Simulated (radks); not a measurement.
Results of a calculation; reference values are marked as such.
Question: Coherent X-ray form factor from a spherical all-electron density. Level of theory: Dirac Kohn-Sham, BLYP, spin-unpolarised, spherical densities, finite nucleus; Fermi nuclear charge, rms radius of each element as measured or else 0.836 A^(1/3) + 0.57 fm (a radial shooting solver on a logarithmic mesh with Libxc functionals).

| sin(theta)/lambda (1/angstrom) | f0 (electrons) |
|---|---|
| 0.05 | 78.902 |
| 0.1 | 76.013 |
| 0.15 | 72.158 |
| 0.2 | 68.016 |
| 0.25 | 63.950 |
| 0.3 | 60.116 |
| 0.4 | 53.309 |
| 0.5 | 47.610 |
| 0.6 | 42.823 |
| 0.8 | 35.140 |
| 1 | 29.092 |
| 1.25 | 23.312 |
| 1.5 | 19.325 |
| 2 | 14.959 |

The species is in the configuration that NIST lists as its ground one. Which atom or ion scatters so?

Answer: Neutral mercury, [Hg]. Extrapolating in s^2 from the first two rows gives f0(0) = 79.9, near the electron count 80; among species with that count, the fall with angle is slower the higher Z, and the table is that of Z = 80; from so few rows the species is fixed only to a neighbour or two.
